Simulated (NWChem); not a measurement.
# C₂H₇BO; SMILES CCOB

```xyz
11

B     -0.1928     1.8107    -0.2613
H      0.2125     1.8588    -1.4069
H     -0.7515     2.7400     0.2731
O     -0.0298     0.6991     0.4666
C      0.5934    -0.4707    -0.0298
C     -0.3902    -1.6170    -0.0777
H      1.0195    -0.2708    -1.0289
H      1.4279    -0.7095     0.6499
H     -1.2038    -1.4099    -0.7894
H      0.1156    -2.5422    -0.3926
H     -0.8367    -1.7866     0.9133
```
Atoms are numbered in this order, from 1.

Results from NWChem. Medium grid unless said otherwise, to which SCAN and Minnesota functionals are sensitive. All runs use the structure optimised with PBE0/def2-SVP. Hybrids' shares of exact exchange are those that their runs print; pure functionals count as 0. The functionals differ in more than this share.

| row | share of exact exchange | orbital gap (eV) |
|---|---|---|
| PBE/def2-SVP | 0.00 | 5.76 |
| LDA (Slater exchange, VWN5)/def2-SVP | 0.00 | 5.55 |
| TPSSh/def2-SVP | 0.10 | 7.19 |
| B3LYP/def2-SVP | 0.20 | withheld |
| M06-2X/def2-SVP | 0.54 | 10.75 |

Task: Fit a straight line of the last column on the one before it, predict the withheld value, and compare with the run.

Result: 
1. Means of the 4 shown rows: x = 0.160, y = 7.312. Slope Σ(x − x̄)(y − ȳ)/Σ(x − x̄)² = 1.844/0.1992 = 9.257; intercept 5.831.
2. The shown rows scatter about the line by 0.264 (root mean square); the largest residual is +0.43, at TPSSh/def2-SVP.
3. At x = 0.20 (B3LYP/def2-SVP; inside the shown range) the line gives 7.68.
4. The run gives 7.85, +0.17 from the line, 0.6 times the scatter.
